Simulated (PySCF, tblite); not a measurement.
Species: C3H10BNO.
Atom-mapped SMILES: `[CH3:1][N@@H+:2]1[BH2-:3][CH2:4][O:5][CH2:6]1` (hydrogens: H7, H8, H9 on C1; H10 on N2; H11, H12 on B3; H13, H14 on C4; H15, H16 on C6)

Jobs on this species (16 atoms, 48 electrons) with PySCF (density fitting) and tblite. Hardware of each: Arm Neoverse N1, one thread, on a shared host. The host was shared with other jobs, so the times are rough.

| level and settings | work | basis functions | SCF cycles | wall time |
| --- | --- | --- | --- | --- |
| PBE0/pcSseg-1 | shieldings, ring-centre shieldings, charges and field gradients, density and orbital grids written | 152 | ? | ? |
| CAM-B3LYP/def2-SVPD | 8 singlets by full TDDFT, 3 Tamm–Dancoff triplets, polarisability, density and orbital grids written | 203 | ? | ? |
| GFN2-xTB | L-BFGS relaxation | – | – | 0.68 s |
| GFN2-xTB | Hessian by finite differences | – | – | 0.56 s |

Q: Fill in the missing figures.

A: 
- PBE0/pcSseg-1; shieldings, ring-centre shieldings, charges and field gradients, density and orbital grids written: 36 s, 13 SCF cycles
- CAM-B3LYP/def2-SVPD; 8 singlets by full TDDFT, 3 Tamm–Dancoff triplets, polarisability, density and orbital grids written: 70 s, 12 SCF cycles

Q: What do all jobs in the table cost together?

A: About 1.8 min; the longest takes about 65 % of that, and about 120 times as long as the shortest.
